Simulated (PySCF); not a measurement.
Can point charges reproduce the dipole moment of `CCCn1nnc(C)c1[SiH3]`?

Coordinates (GFN2-xTB, Å) and charges (e) from the PBE0/pcSseg-1 density (PySCF):

```csv
atom,x,y,z,Mulliken,IAO,Hirshfeld,ESP-fitted
C1,3.483,0.103,-0.434,-0.2750,-0.4203,-0.1120,-0.3679
C2,1.988,-0.005,-0.702,-0.3061,-0.2493,-0.0654,+0.3659
C3,1.296,-0.833,0.383,+0.0601,-0.1577,-0.0113,-0.4182
N4,-0.113,-0.955,0.142,-0.4668,+0.0522,+0.0449,+0.6138
N5,-0.620,-2.095,-0.300,-0.0181,-0.1176,-0.0802,-0.3138
N6,-1.884,-1.951,-0.463,-0.2739,-0.2081,-0.1496,-0.3984
C7,-2.235,-0.697,-0.129,-0.0837,+0.0692,+0.0185,+0.6738
C8,-3.635,-0.214,-0.221,-0.1581,-0.4370,-0.1179,-0.6654
C9,-1.088,-0.015,0.275,-0.0728,-0.2910,-0.0907,-0.6410
Si10,-0.872,1.738,0.872,+0.5090,+0.5944,+0.3143,+0.3706
H11,3.942,-0.883,-0.422,+0.1166,+0.1416,+0.0442,+0.1033
H12,3.965,0.697,-1.206,+0.1251,+0.1503,+0.0475,+0.0818
H13,3.664,0.578,0.528,+0.1115,+0.1382,+0.0414,+0.0893
H14,1.544,0.993,-0.728,+0.1468,+0.1302,+0.0353,-0.0553
H15,1.817,-0.478,-1.671,+0.1370,+0.1471,+0.0434,-0.0290
H16,1.695,-1.850,0.390,+0.1373,+0.1692,+0.0549,+0.1124
H17,1.458,-0.376,1.364,+0.1343,+0.1466,+0.0468,+0.1460
H18,-4.301,-1.067,-0.326,+0.1366,+0.1696,+0.0534,+0.1703
H19,-3.904,0.353,0.668,+0.1293,+0.1515,+0.0452,+0.1837
H20,-3.758,0.433,-1.089,+0.1358,+0.1557,+0.0480,+0.1796
H21,-0.648,2.615,-0.281,-0.0630,-0.1152,-0.0728,-0.0675
H22,0.284,1.805,1.773,-0.0883,-0.1156,-0.0716,-0.0717
H23,-2.082,2.132,1.590,-0.0736,-0.1040,-0.0660,-0.0623
```

What dipole does each set of charges give (1 e·Å = 4.803 D), and what does the density give?

The full density gives (1.99, 3.46, 1.04) D, 4.12 D in size; dipole vectors point from the negative to the positive end.

| scheme | μx | μy | μz | size (D) | share of the full size (%) | angle to the full dipole (°) |
| --- | --- | --- | --- | --- | --- | --- |
| Mulliken | 1.55 | 5.87 | 1.39 | 6.23 | 151 | 15 |
| IAO | 2.45 | 3.52 | 1.24 | 4.46 | 108 | 5 |
| Hirshfeld | 1.87 | 1.96 | 0.70 | 2.80 | 68 | 13 |
| ESP-fitted | 2.02 | 3.46 | 1.04 | 4.14 | 100 | 0 |

Which set comes closest?

Length of the difference vector: ESP-fitted 0.03 D, IAO 0.51 D, Hirshfeld 1.54 D, Mulliken 2.48 D. Closest: ESP-fitted. The schemes that divide the density aren't constrained to reproduce the dipole.

What is left for the Hirshfeld atoms' own dipoles?

The Hirshfeld atoms' densities add up to the full density, so μ = Σ q r + Σ (atomic dipoles). The atomic dipoles sum to (1.99, 3.46, 1.04) − (1.87, 1.96, 0.70) = (0.12, 1.50, 0.34) D, 1.54 D in size.

With the origin at the mean of the coordinates, (0.000, 0.001, 0.000) Å, which are the largest single terms, by size, of the Mulliken dipole along the direction of the full one?

N6 +3.50, Si10 +3.07, C1 -2.19, H18 -2.00, N4 +1.84 D; all 23 atoms together +6.02 D. The single terms depend on the origin, their sum doesn't.

Give the size of the full dipole in other units.

4.12 D = 1.621 au = 0.858 e·Å = 13.74 × 10⁻³⁰ C·m.

One conformer (not necessarily the lowest) at the GFN2-xTB geometry, without solvent, vibrations or thermal averaging.

Conformer computed: `[CH3:1][CH2:2][CH2:3][n:4]1[n:5][n:6][c:7]([CH3:8])[c:9]1[SiH3:10]`: C1–C2–C3–N4 180°, C2–C3–N4–N5 106°.
